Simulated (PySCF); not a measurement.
**Spin states of VBr**

Unrestricted PBE0; basis V def2-TZVPP, Br def2-TZVPP; no relativity; PySCF 2.14. Outer shells of the fragments: V 3d3 4s2; Br 3d10 4s2 4p5.

Followed along the bond (rough minima from three points):

```json
{"2Ms+1": "5", "unpaired": "σ ↑, π ↑↑, δ ↑", "⟨S²⟩ at the start": "6.01", "R at minimum (Å)": "2.39", "Te (eV)": "0.00"}
{"2Ms+1": "5", "unpaired": "π ↑↑, δ ↑↑", "⟨S²⟩ at the start": "6.01", "R at minimum (Å)": "2.45", "Te (eV)": "0.41"}
{"2Ms+1": "5", "unpaired": "σ ↑↑, δ ↑↑", "⟨S²⟩ at the start": "6.02", "R at minimum (Å)": "2.40", "Te (eV)": "0.66"}
{"2Ms+1": "5", "unpaired": "σ ↑↑, π ↑, δ ↑", "⟨S²⟩ at the start": "6.01", "R at minimum (Å)": "2.43", "Te (eV)": "1.01"}
{"2Ms+1": "3", "unpaired": "δ ↑↑", "⟨S²⟩ at the start": "2.85", "R at minimum (Å)": "2.35", "Te (eV)": "1.05"}
{"2Ms+1": "3", "unpaired": "σ ↑, π ↑↓, δ ↑", "⟨S²⟩ at the start": "3.01", "R at minimum (Å)": "2.37", "Te (eV)": "1.16"}
```

Solutions found at the starting distance of 2.345 Å, counted from the lowest of them; the search is not exhaustive and high or unbound solutions are not listed, so other states can lie among these:

```
2Ms+1        unpaired   term  E (eV)  ⟨S²⟩  ⟨Lz²⟩  μ (D)
    5  σ ↑, π ↑↑, δ ↑     ⁵Δ    0.00  6.01   4.00  -4.68
    5  σ ↑, π ↑, δ ↑↑  mixed    0.00  6.02   1.32  -4.78
    5      π ↑↑, δ ↑↑    ⁵Σ⁺    0.45  6.01   0.00  -5.89
    5      σ ↑↑, δ ↑↑    ⁵Σ⁻    0.67  6.02   0.00  -1.39
    5  σ ↑↑, π ↑, δ ↑  mixed    1.04  6.01   5.01  -1.73
    3            δ ↑↑  mixed    1.04  2.85   0.00  -1.69
    3  σ ↑, π ↑↓, δ ↑  mixed    1.15  3.01   6.00  -4.66
    3  σ ↑, π ↓, δ ↑↑  mixed    1.24  3.01   1.09  -5.08
    3        π ↑, δ ↑  mixed    1.29  2.68   5.13  -2.85
    1  σ ↑, π ↓↓, δ ↑  mixed    1.41  2.00   4.00  -4.78
```

A term symbol is given only where ⟨S²⟩ and ⟨Lz²⟩ are close to those of a pure state; real π, δ and φ orbitals otherwise mix terms. A positive dipole means V(−)Br(+).

Spin–orbit coupling is left out. With d or f electrons several states lie close, and the lowest PBE0 determinant need not be the measured ground state.
